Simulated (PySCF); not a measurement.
BH, SMILES [BH] (connectivity only; charge and spin as stated), neutral, multiplicity 1.

Coordinates come from a r2SCAN-D4/def2-TZVPD optimisation.

Calculation: TDA-CAM-B3LYP/def2-TZVPD (PySCF).

Vertical excitations; the highest root listed may be one member of a degenerate set. Gas-phase values at a fixed geometry. State labels are in the subgroup C2v.

```json
[
 {"state": "S1", "symmetry": "B1", "energy (eV)": "2.80", "λ (nm)": "443", "f": "0.038", "main pairs": "HOMO→LUMO (degenerate set)"},
 {"state": "S2", "symmetry": "B2", "energy (eV)": "2.80", "λ (nm)": "443", "f": "0.038", "main pairs": "HOMO→LUMO+1 (degenerate set)"},
 {"state": "S3", "symmetry": "A1", "energy (eV)": "6.11", "λ (nm)": "203", "f": "0.107", "main pairs": "HOMO→LUMO+2 97 %"},
 {"state": "S4", "symmetry": "A1", "energy (eV)": "8.51", "λ (nm)": "146", "f": "0.001", "main pairs": "HOMO→LUMO+3 81 %, HOMO→LUMO+4 16 %"},
 {"state": "S5", "symmetry": "A1", "energy (eV)": "8.80", "λ (nm)": "141", "f": "0.412", "main pairs": "HOMO→LUMO+4 83 %, HOMO→LUMO+3 16 %"},
 {"state": "S6", "symmetry": "B2", "energy (eV)": "8.82", "λ (nm)": "140", "f": "0.057", "main pairs": "HOMO→LUMO+6 (degenerate set)"},
 {"state": "S7", "symmetry": "B1", "energy (eV)": "8.82", "λ (nm)": "140", "f": "0.057", "main pairs": "HOMO→LUMO+5 (degenerate set)"},
 {"state": "S8", "symmetry": "A1", "energy (eV)": "8.88", "λ (nm)": "140", "f": "0.000", "main pairs": "HOMO→LUMO+7 (degenerate set)"},
 {"state": "S9", "symmetry": "A2", "energy (eV)": "8.88", "λ (nm)": "140", "f": "0.000", "main pairs": "HOMO→LUMO+8 (degenerate set)"},
 {"state": "S10", "symmetry": "B2", "energy (eV)": "9.22", "λ (nm)": "134", "f": "0.150", "main pairs": "HOMO→LUMO+10 95 %"},
 {"state": "T1", "symmetry": "B1", "energy (eV)": "0.99", "λ (nm)": "1255", "f": "0", "main pairs": "HOMO→LUMO (degenerate set)"},
 {"state": "T2", "symmetry": "B2", "energy (eV)": "0.99", "λ (nm)": "1255", "f": "0", "main pairs": "HOMO→LUMO+1 (degenerate set)"},
 {"state": "T3", "symmetry": "A1", "energy (eV)": "5.95", "λ (nm)": "209", "f": "0", "main pairs": "HOMO→LUMO+2 95 %"},
 {"state": "T4", "symmetry": "A1", "energy (eV)": "7.36", "λ (nm)": "168", "f": "0", "main pairs": "HOMO→LUMO+3 77 %, HOMO→LUMO+4 13 %"}
]
```
Triplets are in the Tamm–Dancoff approximation.
